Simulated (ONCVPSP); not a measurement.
## Potentials for arsenic (As) compared

Generated with ld1.x 7.5 (TM, RRKJ, ultrasoft, PAW), atompaw 4.2 or ONCVPSP 4.0.1. The cutoff is in Ry: for ld1.x and atompaw files where the sum of valence levels is converged to 10 mRy in a Bessel basis, for ONCV files where the hardest occupied wave has 1 mHa per electron of residual kinetic energy. The error is the largest all-electron minus pseudo excitation energy over each file’s own four to seven test configurations (ionisations up to +4, promotions, holes and added fractions of an electron), all of which were solved. The labels leave out finer settings (local radius, basis sizes, second energies), which also bear on the numbers. Spin-polarised tests are not counted. The rows are a selection from randomly drawn settings: files with unsolved tests, undetermined cutoffs or missed reference levels are left out.

A true bound ghost makes a file unfit for plane-wave use even where its test errors are small: the radial tests pick states by their node count and pass the ghost by.

```csv
potential,cutoff (Ry),largest error (meV),bound ghosts
"ONCV, LDA (Perdew-Wang 92), scalar-relativistic, rc 0.95/1.25/0.95 (spd), local smoothed, core correction yes, reference 3s2 3p6 3d10 4s2 4p3, qcut 11/10.1/13.5, projectors 3/2/1",528,-6.6,none
"ONCV, PBE, scalar-relativistic, rc 1.10/0.90/1.10 (spd), local smoothed, core correction yes, reference 3s2 3p6 3d10 4s2 4p2.5, qcut 9.2/18.5/13.3, projectors 2/2/2",156,-680,none
"ONCV, Wu-Cohen, scalar-relativistic, rc 1.60/1.90 (sp), local smoothed, core correction yes, reference 4s2 4p2.75, qcut 4.8/4.1, projectors 2/1",20,-403,none
"ONCV, PBEsol, scalar-relativistic, rc 1.55/2.00/0.80 (spd), local smoothed, core correction yes, reference 3d10 4s2 4p3, qcut 4.4/4.3/23.9, projectors 2/2/2",380,-30,s
"ONCV, PW91, fully relativistic, rc 1.30/1.60 (sp), local smoothed, core correction yes, reference 4s2 4p3, qcut 4.3/5.2, projectors 2/1",242,-1124,s
```

Q: Fill in the row for As: ONCV, PBE, scalar-relativistic, rc 1.20/1.05/0.95/0.95 (spdf), local smoothed, core correction yes, reference 3s2 3p6 3d10 4s2 4p3, qcut 10.3/11.8/19.3/12.7, projectors 2/2/1/1.

A: cutoff 265 Ry, largest error -4.7 meV, bound ghosts: none.
